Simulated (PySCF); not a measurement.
Screening by computed properties: pick the candidate that meets the target.

Species are written as SMILES; each is one conformer at its optimised geometry, gas phase, non-relativistic unless stated. Electronic properties by PySCF.

The conformers computed, where there is a choice (atom-mapped SMILES and torsion angles):
- `[CH3:1][O:2][GeH2:3][O:4][CH3:5]`: C1–O2–Ge3–O4 57°, O2–Ge3–O4–C5 -153°
- `[OH:1][B:2]([OH:3])[GeH2:4][O:5][SiH3:6]`: O1–B2–Ge4–O5 65°, B2–Ge4–O5–Si6 -176°, H–O1–B2–O3 2°, H–O3–B2–O1 -1°

The conformers of `C[As](C)P1C=CCC1` aren't listed.

Question: Wanted: HOMO–LUMO gap between 8 eV and 10 eV (CAM-B3LYP/def2-SVPD) and lowest singlet excitation below 7.4 eV (TDDFT CAM-B3LYP/def2-SVPD), at PBE0-D3(BJ)/def2-SVP geometries. Which candidate meets both?
A. `O[B](O)[GeH2][O][SiH3]`
B. `C[O][GeH2][O]C`
C. `[H][Si](CC)(CC)CC`
D. `C[As](C)P1C=CCC1`

Answer: A. Computed values:
| species | HOMO–LUMO gap | lowest singlet excitation |
| --- | --- | --- |
| C[As](C)P1C=CCC1 | 7.54 eV | 4.71 eV |
| O[B](O)[GeH2][O][SiH3] | 9.42 eV | 6.30 eV |
| C[O][GeH2][O]C | 10.42 eV | 7.03 eV |
| [H][Si](CC)(CC)CC | 10.63 eV | 7.72 eV |
